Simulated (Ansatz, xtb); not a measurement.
## Relaxing a trial structure of FGeHNTe

The starting geometry of this gas-phase doublet has its atoms placed at random.

```xyz
5

F    -1.0974    0.6460   -1.3410
Ge    0.1666    0.7215   -0.3202
N     0.7463   -0.9508    1.5404
Te   -1.1937   -1.0723   -0.6838
H    -1.1992   -0.1102    0.4395
```

Q: One run relaxed it with r2SCAN-D4/def2-SVP. What is a likely outcome?

A: It ends as `[N]=[Ge]([F])[TeH]`. Distances that change by over a tenth: Ge2–Te4 (2.28 → 2.53 Å), Te4–H5 (1.48 → 1.67 Å). Contacts that open: F1–Te4 (1.84 → 3.41 Å), Ge2–H5 (1.77 → 2.99 Å). Contacts that close: Ge2–N3 (2.57 → 1.74 Å).

The energy falls by 9.00 eV over 24 steps:

```json
{"step": "1", "E − E(last) (eV)": "8.996"}
{"step": "4", "E − E(last) (eV)": "2.930"}
{"step": "6", "E − E(last) (eV)": "2.142"}
{"step": "9", "E − E(last) (eV)": "1.403"}
{"step": "11", "E − E(last) (eV)": "0.890"}
{"step": "14", "E − E(last) (eV)": "0.345"}
{"step": "16", "E − E(last) (eV)": "0.158"}
{"step": "19", "E − E(last) (eV)": "0.043"}
{"step": "21", "E − E(last) (eV)": "0.016"}
{"step": "24", "E − E(last) (eV)": "0.000"}
```

Final geometry (Å):

```xyz
5

F     0.1176    1.5096   -1.4074
Ge   -0.0489    0.3815   -0.0920
N     0.9729    0.5120    1.3129
Te   -1.9072   -1.1728   -0.8077
H    -1.7119   -1.9963    0.6290
```

From the same start GFN2-xTB ends elsewhere, differing in Ge2–Te4 (3.29 against 2.53 Å here), N3–Te4 (1.92 against 3.95 Å here).

From so rough a start the end depends on the optimiser's path, so another program may land elsewhere. No frequencies were run, so the end isn't proven a minimum. Open shells are spin-unrestricted. Atoms past krypton carry core potentials, without spin–orbit terms. Run with Ansatz 0.2.0, 6.3 min on 2 threads of Arm Neoverse V1, with other jobs on the host.
